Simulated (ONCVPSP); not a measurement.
**What one change does to a pseudopotential (F, ONCV)**

fluorine, optimised norm-conserving Vanderbilt (ONCV), made with ONCVPSP 4.0.1 (LDA (Perdew-Zunger), non-relativistic). Core [He], reference 2s2 2p2 (charge +3). Waves: 2s: rc 0.60 bohr, ncon 5, nbas 9, qcut 9.5 1/bohr, local; 2p: rc 1.40 bohr, ncon 3, nbas 8, qcut 11.7 1/bohr, 1 projector. Local part: the s channel. Core correction: Teter function, fcfact 5.75, rcfact 1.4.

All-electron outer shells of the reference configuration (LDA (Perdew-Zunger), non-relativistic, ld1.x):

```csv
shell,level (eV),outermost node (bohr),outermost maximum (bohr)
1s,-736.07,–,0.12
2s,-90.64,0.24,0.72
2p,-72.84,–,0.62
```

Change: s: rc 0.9.

Cutoffs: the cutoffs (Ha) at which the residual kinetic energy of the hardest occupied pseudo-wave falls to 1 and 0.1 mHa per electron; they do not see the model core or the augmentation charge, which bear on the density cutoff. Errors are all-electron minus pseudo energies relative to the spin-unpolarised reference configuration.

Question: Predict the effect on cutoff, ghosts and configuration errors.

Answer: The potential gets softer (104 Ha and 535 Ha → 49 Ha and 239 Ha); the errors of the 4 common tests hardly move; neither file shows a bound ghost. A larger radius leaves more room for a smooth pseudo-wave, so fewer plane waves are needed.

| quantity | base | changed |
| --- | --- | --- |
| cutoff, loose | 104 Ha | 49 Ha |
| cutoff, tight | 535 Ha | 239 Ha |
| loose cutoff by channel | s 104 Ha, p 43 Ha | s 49 Ha, p 43 Ha |
| bound ghosts | none | none |
| GHOST(+) flags under 300 eV | none | none |
| error for 2s2 2p5, meV [ΔE -118.83 eV] | +588 | +639 |
| error for 2s2 2p4, meV [ΔE -99.26 eV] | +422 | +452 |
| error for 2s2 2p3, meV [ΔE -60.74 eV] | +161 | +170 |
| error for 2s2 2p4.5, meV [ΔE -111.19 eV] | +522 | +563 |
| p: phases at 1.42 bohr within 0.05 rad from the reference energy up to (Ha; the scan ends near 5) | -0.4 | -0.4 |
| rms error of d²Exc/dni dnj with the model core, mHa | 2.89 | 2.85 |
